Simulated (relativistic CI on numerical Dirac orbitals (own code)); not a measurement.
# d1 to d9 in one octahedral field

Computed with a parametric ligand-field model without spin-orbit coupling, by exact diagonalisation: B = 590, C = 2520, 10Dq = 27300 cm⁻¹ (Oh; |10Dq|/B = 46.3) for every shell. Energies in cm⁻¹; the field energy is (0.6 n_e − 0.4 n_t2) × 10Dq of the ground term; g labels are left out.

```csv
Shell,Ground term,Electrons in e,Field energy,First spin-allowed bands,Lowest term of other spin
d1,2T2,0.000,-10920,2E 27300,
d2,3T1,0.011,-21529,"3T2 25910, 3T1 33370",1T2 8804
d3,4A2,0.000,-32760,"4T2 27300, 4T1 33824",2E 12179
d4,3T1,0.018,-43184,"3E 24907, 3T1 25540",1T2 7472
d5,?,?,?,?,?
d6,1A1,0.026,-64812,"1T1 25499, 1T2 33778",3T1 20159
d7,2E,1.018,-48658,"2T1 25354, 2T2 25970",4T1 15113
d8,3A2,2.000,-32760,"3T2 27300, 3T1 33824",1E 9684
d9,2E,3.000,-16380,2T2 27300,
```

(1) Fill in the row of d5.

Results:

(1) Ground term: 2T2; Electrons in e: 0.034; Field energy: -53674; First spin-allowed bands: 2A2 24088, 2T1 24296; Lowest term of other spin: 4T1 15313. Low spin: d4, d5, d6, d7; the other shells keep the spin of the free ion. Only d4 to d7 can choose; the field needed to pair spins is smallest for d6 and largest for d5, which loses most exchange energy. In the strong-field picture 10Dq must exceed about 6B + 5C = 16140 (d4), 7.5B + 5C = 17025 (d5), 2.5B + 4C = 11555 (d6) and 4B + 4C = 12440 (d7); mixing of terms shifts these bounds somewhat.
